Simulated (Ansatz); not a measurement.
Consider the hydrogenolysis of the Al–Se bond: `[OH][Al]([OH])[SeH]` + H₂ → `[OH][AlH][OH]` + H₂Se.

Gas-phase electronic energies from Ansatz, PBE0-D4/def2-TZVP geometries. CCSD(T)/CBS is the MP2 limit (def2-TZVPP, def2-QZVPP) plus CCSD(T) − MP2 in def2-TZVPP, frozen cores. This one scheme is used for every species. DFT in def2-TZVPP. B3LYP here is the variant with VWN-RPA as its local correlation; programs differ in this. For Se outer-core shells are correlated without core-valence functions, which leaves a few kJ/mol of doubt a bond. Scalar relativity is left out up to krypton. One conformer a species, not always the lowest.

| level | ΔE (kJ/mol) | difference from CCSD(T)/CBS |
| --- | --- | --- |
| LDA (SPW92) | 88.4 | -8.4 |
| PBE-D4 | 94.5 | -2.3 |
| PBE0-D4 | 95.2 | -1.6 |
| revPBE | 88.4 | -8.4 |
| BLYP | 79.5 | -17.3 |
| B3LYP | 81.8 | -15.0 |
| r2SCANh | 98.1 | 1.3 |
| BHLYP | 82.4 | -14.4 |
| CAM-B3LYP | 79.3 | -17.5 |
| HF/def2-SVP | 69.9 | -26.9 |
| HF/def2-TZVPP | 78.3 | -18.5 |
| SCS-MP2/def2-TZVPP | 93.0 | -3.8 |
| CCSD/def2-TZVPP | 88.2 | -8.6 |
| HF/def2-QZVPP | 77.5 | -19.3 |
| MP2/def2-QZVPP | 103.5 | 6.7 |
| HF/CBS(def2) | 77.4 | -19.4 |
| CCSD(T)/CBS | 96.8 | 0 |

What do rigid-rotor, harmonic-oscillator terms from PBE0-D4/def2-TZVP frequencies (298.15 K, 1 bar) make of the CCSD(T)/CBS value? (Estimate.)

The calculation gave: ΔZPE = +5.2 kJ/mol, ΔH = +97.8 kJ/mol, ΔS = 19 J/(mol·K), ΔG = +92.1 kJ/mol.

Largest T1 diagnostic among the species: 0.012.

At CCSD(T), def2-SVP lies −18.6 kJ/mol from the extrapolated value and def2-TZVPP −4.7 kJ/mol. In def2-TZVPP, CCSD(T) changes the Hartree–Fock value by +13.7 kJ/mol (the triples alone add +3.9 kJ/mol) and MP2 by +22.8 kJ/mol. Leaving LDA and LC-ωPBE aside and taking each functional with its dispersion term where it has one, the values, not all of them listed here, spread over 22.3 kJ/mol, from B97M-V to r2SCAN-D4.
